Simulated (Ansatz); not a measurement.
Stepwise reaction of `[OH][Al]([F])[F]` with ammonia, as a gas-phase model of exchange steps in deposition or etching. ΔE in kJ/mol; ΔG adds harmonic PBE0-D4 terms to CCSD(T)/CBS, at 1 bar.

Isolated molecules relaxed with PBE0-D4/def2-TZVP in Ansatz; ΔE leaves out vibrations. CBS: MP2 limit from def2 TZ/QZ plus the TZ coupled-cluster correction, frozen cores. This one scheme is used for every species. DFT in def2-TZVPP. B3LYP here is the variant with VWN-RPA as its local correlation; programs differ in this. One conformer a species, not always the lowest.

| step | reaction | PBE-D4 | B3LYP-D4 | ωB97M-V | CCSD(T)/CBS | ΔG(400 K) |
| --- | --- | --- | --- | --- | --- | --- |
| 1 | `[OH][Al]([F])[F]` + NH₃ → `[NH2][Al]([OH])[F]` + H–F | 87.7 | 91.4 | 90.4 | 89.4 | 86.8 |
| 2 | `[NH2][Al]([OH])[F]` + NH₃ → `[NH2][Al]([NH2])[OH]` + H–F | 99.0 | 103.0 | 101.7 | 99.3 | 93.4 |

**Question.** By hand: ΔE of the 2 steps together at CCSD(T)/CBS.

**Answer.** (89.4) + (99.3) = 188.7 kJ/mol, or 94.3 kJ/mol a step.

In ΔE each step is higher than the one before. All are uphill at CCSD(T)/CBS. ΔG lies between 86.8 and 93.4 kJ/mol a step. PBE-D4 differs from CCSD(T)/CBS by -1.7 to -0.3 kJ/mol a step. Isolated molecules leave out the surface, adducts and barriers. Largest T1 diagnostic: 0.013.
